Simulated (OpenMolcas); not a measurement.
## Potential curves of Te₂: spin-free states

Computed with OpenMolcas 26.06: state-averaged CASSCF(8,6) over Te 5p, Te 5p, XMS-CASPT2 (IPEA 0.25, imaginary shift 0.2 hartree), scalar X2C, ANO-RCC-VDZP, then RASSI spin–orbit state interaction with atomic mean-field integrals. C2 symmetry about the axis (a holds Σ, Δ, Γ; b holds Π, Φ, H; Σ⁺ and Σ⁻ are not told apart); roots by multiplicity and irrep: 3a 5, 1a 4, 3b 4, 5b 2, 1b 2.

XMS-CASPT2 energies in eV from the lowest point. Curves are followed by energy order within each symmetry, so they are adiabatic and may change character at avoided crossings and where g and u states cross; Σ⁺ and Σ⁻ are counted together.

```json
{"R (Å)": "2.217", "(1)3Σ": "1.688", "(1)1Δ": "2.263", "(1)1Σ": "2.714", "(2)1Σ": "4.860", "(1)3Δ": "5.105", "(2)3Σ": "5.246", "(1)5Π": "8.258", "(1)3Π": "5.649", "(1)1Π": "6.595"}
{"R (Å)": "2.346", "(1)3Σ": "0.605", "(1)1Δ": "1.134", "(1)1Σ": "1.552", "(2)1Σ": "3.199", "(1)3Δ": "3.422", "(2)3Σ": "3.546", "(1)5Π": "6.044", "(1)3Π": "4.365", "(1)1Π": "4.959"}
{"R (Å)": "2.462", "(1)3Σ": "0.145", "(1)1Δ": "0.643", "(1)1Σ": "1.016", "(2)1Σ": "2.288", "(1)3Δ": "2.496", "(2)3Σ": "2.604", "(1)5Π": "4.678", "(1)3Π": "3.433", "(1)1Π": "4.024"}
{"R (Å)": "2.578", "(1)3Σ": "0.000", "(1)1Δ": "0.450", "(1)1Σ": "0.789", "(2)1Σ": "1.752", "(1)3Δ": "1.947", "(2)3Σ": "2.043", "(1)5Π": "3.736", "(1)3Π": "2.850", "(1)1Π": "3.406"}
{"R (Å)": "2.707", "(1)3Σ": "0.073", "(1)1Δ": "0.473", "(1)1Σ": "0.765", "(2)1Σ": "1.454", "(1)3Δ": "1.638", "(2)3Σ": "1.721", "(1)5Π": "3.033", "(1)3Π": "2.466", "(1)1Π": "2.992"}
{"R (Å)": "2.836", "(1)3Σ": "0.289", "(1)1Δ": "0.639", "(1)1Σ": "0.881", "(2)1Σ": "1.359", "(1)3Δ": "1.535", "(2)3Σ": "1.608", "(1)5Π": "2.596", "(1)3Π": "2.269", "(1)1Π": "2.767"}
{"R (Å)": "3.016", "(1)3Σ": "0.708", "(1)1Δ": "0.970", "(1)1Σ": "1.154", "(2)1Σ": "1.423", "(1)3Δ": "1.595", "(2)3Σ": "1.654", "(1)5Π": "2.281", "(1)3Π": "2.227", "(1)1Π": "2.619"}
{"R (Å)": "3.248", "(1)3Σ": "1.284", "(1)1Δ": "1.428", "(1)1Σ": "1.546", "(2)1Σ": "1.656", "(1)3Δ": "1.826", "(2)3Σ": "1.872", "(1)5Π": "2.148", "(1)3Π": "2.296", "(1)1Π": "2.570"}
{"R (Å)": "3.609", "(1)3Σ": "1.977", "(1)1Δ": "1.983", "(1)1Σ": "2.035", "(2)1Σ": "2.042", "(1)3Δ": "2.172", "(2)3Σ": "2.201", "(1)5Π": "2.209", "(1)3Π": "2.417", "(1)1Π": "2.533"}
{"R (Å)": "4.125", "(1)3Σ": "2.408", "(1)1Δ": "2.369", "(1)1Σ": "2.370", "(2)1Σ": "2.387", "(1)3Δ": "2.438", "(2)3Σ": "2.432", "(1)5Π": "2.362", "(1)3Π": "2.462", "(1)1Π": "2.447"}
{"R (Å)": "4.898", "(1)3Σ": "2.400", "(1)1Δ": "2.523", "(1)1Σ": "2.525", "(2)1Σ": "2.536", "(1)3Δ": "2.533", "(2)3Σ": "2.527", "(1)5Π": "2.479", "(1)3Π": "2.511", "(1)1Π": "2.465"}
```

Question: With masses 129.906 and 129.906 u, fit the curves (1)3Σ, (1)1Σ, (2)1Σ, (1)3Δ, (2)3Σ near their minima.

Answer: At XMS-CASPT2, Te from the lowest curve (the fit fixes ωe to a per cent or two; the method's Re and ωe can be off by some per cent):

```tsv
curve	Te (cm⁻¹)	Re (Å)	ωe (cm⁻¹)
(1)3Σ	0	2.595	240.4
(1)1Σ	6090	2.657	208.0
(2)1Σ	10960	2.860	167.5
(1)3Δ	12370	2.865	168.3
(2)3Σ	12940	2.877	165.0
```

The 9 lowest clean curves are shown; the next is (2)3Π, from 2.53 eV. Left out for impure symmetry, kinks or missing points, though low: (3)3Σ. g and u states are not told apart. Only roots inside an energy window near the equilibrium distance were included, so the list of states is not complete; labels number the states computed. Each spin and symmetry block has orbitals of its own, averaged over its own roots, so gaps between blocks are less sure than gaps within one and near the minimum can be off by tenths of an eV, in bad cases by more. No Rydberg orbitals are active, so Rydberg states, and σ→σ* states whose orbital the CASSCF left unused, can be missing between those listed. CASPT2 splits the two components of degenerate states numerically, here by up to 79 cm⁻¹. At stretched bonds a block can hold a wrong CASSCF solution and miss its lowest state; points past a visible jump are left out. No roots were computed in block 5a (none fell in the window or the block failed), so states of that kind are missing and can lie low or lowest. Points that failed a check (symmetry, reference weights, a jump) are left out.
